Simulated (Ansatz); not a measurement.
The first iterations of a band of C$_{2}$H$_{9}$BN$_{2}$ (14 atoms, charge 0, multiplicity 1).

Level of theory: RKS B3LYP-D4/def2-SVP in Ansatz.

| Property | Result |
| --- | --- |
| movable images | 9 |
| climbing image | yes |
| spring | 5.0 eV/Å² |
| optimiser | quadratic models (default) |
| start path | through a guess of the saddle point |
| force threshold | 0.2 eV/Å |
| iteration limit | 60 |
| end points | relaxed |

First end point:

```xyz
14
Properties=species:S:1:pos:R:3
B -0.189 -0.089 -0.005
N 0.583 -0.204 1.176
C 0.192 -0.882 2.391
N 0.265 0.598 -1.156
C -0.457 0.759 -2.397
H 1.183 1.032 -1.155
H -1.288 -0.601 -0.031
H 1.505 0.220 1.220
H -0.807 -1.322 2.258
H 0.882 -1.704 2.660
H 0.139 -0.200 3.262
H -1.439 0.270 -2.315
H -0.637 1.821 -2.651
H 0.068 0.302 -3.258
```

Last end point:

```xyz
14
Properties=species:S:1:pos:R:3
B -1.514 0.764 -0.194
N 1.345 -0.105 1.246
C 0.711 -1.115 2.080
N -1.009 0.695 -1.327
C -0.453 0.625 -2.618
H 0.927 -0.088 0.316
H -2.002 0.823 0.877
H 1.202 0.828 1.634
H 0.894 -2.116 1.655
H 1.166 -1.110 3.084
H -0.388 -1.016 2.217
H -1.194 0.891 -3.393
H 0.402 1.315 -2.729
H -0.086 -0.392 -2.847
```

| iteration | highest image above the first end (eV) | largest band force component (eV/Å) |
| --- | --- | --- |
| 1 | 3.971 | 5.069 |
| 2 | 2.778 | 2.720 |
| 3 | 2.518 | 2.690 |
| 4 | 2.480 | 1.462 |
| 5 | 2.434 | 0.701 |
| 6 | 2.398 | 0.441 |
| 7 | 2.438 | 1.184 |
| 8 | 2.455 | 0.428 |
| 9 | 2.435 | 0.876 |
| 10 | 2.426 | 0.462 |
| 11 | 2.410 | 1.086 |

Question: Does the band converge within its limit, and where does its top end?

Answer: The forces met the threshold. It ended after 33 iterations with the highest image 2.455 eV above the first end. The threshold of 0.2 eV/Å is loose, so the images may lie well off the minimum-energy path. The profile has 3 maxima (images 1, 3, 8) with wells between them (images 2, 5): this band takes more than one step, which may be the mechanism or a detour left from its start path. Neighbouring images differ by up to 1.9 eV, so the band resolves the path poorly. The order of the stationary point at the top wasn't checked. The orbitals stay closed-shell, which can raise the energy where a bond breaks towards radicals; this wasn't checked here.

The run took 8.2 min on 2 threads of Intel(R) Xeon(R) 6975P-C (Granite Rapids), with other jobs on the host, peak memory 0.28 GiB.
